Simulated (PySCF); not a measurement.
## Which determinant of KBe⁺ lies lowest?

Unrestricted PBE0; basis K pcseg-2, Be pcseg-2; no relativity; PySCF 2.14. Outer shells of the fragments: K+ closed shells only; Be 2s2.

Followed along the bond (rough minima from three points):

```tsv
2Ms+1	unpaired	⟨S²⟩ at the start	R at minimum (Å)	Te (eV)
1	none	0.00	3.49	0.00
3	σ ↑↑	2.00	none in the scan	≤ 2.19
```

Solutions found at the starting distance of 3.005 Å, counted from the lowest of them; the search is not exhaustive and high or unbound solutions are not listed, so other states can lie among these:

```tsv
2Ms+1	unpaired	term	E (eV)	⟨S²⟩	⟨Lz²⟩	μ (D)
1	none	¹Σ⁺	0.00	0.00	0.00	-0.11
3	σ ↑↑	³Σ⁺	2.36	2.00	0.00	-1.32
3	σ ↑, π ↑	³Π	2.58	2.00	1.00	-0.45
1	σ ↑, π ↓	mixed	3.57	1.00	1.00	-0.11
3	σ ↑, δ ↑	³Δ	8.38	2.00	4.00	11.61
1	σ ↑, δ ↓	mixed	8.39	1.00	4.00	11.61
```

A term symbol is given only where ⟨S²⟩ and ⟨Lz²⟩ are close to those of a pure state; real π, δ and φ orbitals otherwise mix terms. A positive dipole points towards Be; it is taken about the centre of mass and depends on that origin.

Counting both spins, an empty level lies below a filled one in some of these solutions, because spin and occupation are held.
